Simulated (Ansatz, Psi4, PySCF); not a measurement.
C4H6O4Zn, singlet, geometry from GFN2-xTB (such geometries of metal compounds can be far from the true shape). Base run: PySCF with BHANDHLYP/STO-3G.

Input for PySCF:
```python
from pyscf import gto, scf, dft

mol = gto.M(
    atom='''
Zn   -0.00213218   -0.00048230   -0.00043732
C     0.08934617    2.30448338   -2.97259434
C     0.06009732    1.38124227   -1.78941451
O    -0.46857821    0.24796281   -1.88649319
O     0.55172751    1.74434914   -0.69403404
H     0.96313590    2.94601111   -2.91637612
H     0.08149978    1.72611245   -3.89097181
H    -0.80395332    2.92537882   -2.93898522
C    -0.08766604   -2.30410334    2.97293894
C    -0.05001408   -1.37896146    1.79148265
O    -0.99391024   -0.57877535    1.58652740
O     0.91903789   -1.41166436    0.99569749
H     0.92365326   -2.51922243    3.30336872
H    -0.67811424   -1.86106568    3.76860234
H    -0.55905197   -3.23368843    2.65942406
''',
    basis='sto-3g',
    verbose=4,
)

mf = dft.RKS(mol)
mf.xc = 'bhandhlyp'
mf.kernel()
```

The same geometry, method and basis name were run in Ansatz (a first-principles code) and Psi4 and PySCF, at each program's defaults and at the settings that a row names. The base is PySCF at its defaults. Differences at the defaults can come from grids, fitting, cores and function types together.

| code and settings | ΔE vs base (mEh) | basis functions | E (Eh) | SCF cycles | dipole (D) |
|---|---|---|---|---|---|
| PySCF, defaults (exact integrals, its default grid, spherical functions) | 0.000 | 64 | -2209.27651 | 13 | 0.04 |
| Psi4, defaults (density fitting with its default set, its default grid, spherical functions) | -2.030 | 64 | -2209.27854 | 15 | 0.04 |
| Ansatz, defaults (factorised integrals, its default grid, spherical functions) | 0.033 | 64 | -2209.27647 | - | - |
| PySCF, density fitting with def2-universal-jkfit | -2.060 | 64 | -2209.27857 | 13 | 0.04 |
| PySCF, fine grid | 0.000 | 64 | -2209.27651 | 13 | 0.04 |
| Psi4, exact integrals, spherical functions, fine grid | -0.002 | 64 | -2209.27651 | 25 | 0.04 |
| Ansatz, high accuracy | 0.000 | 64 | -2209.27651 | - | - |
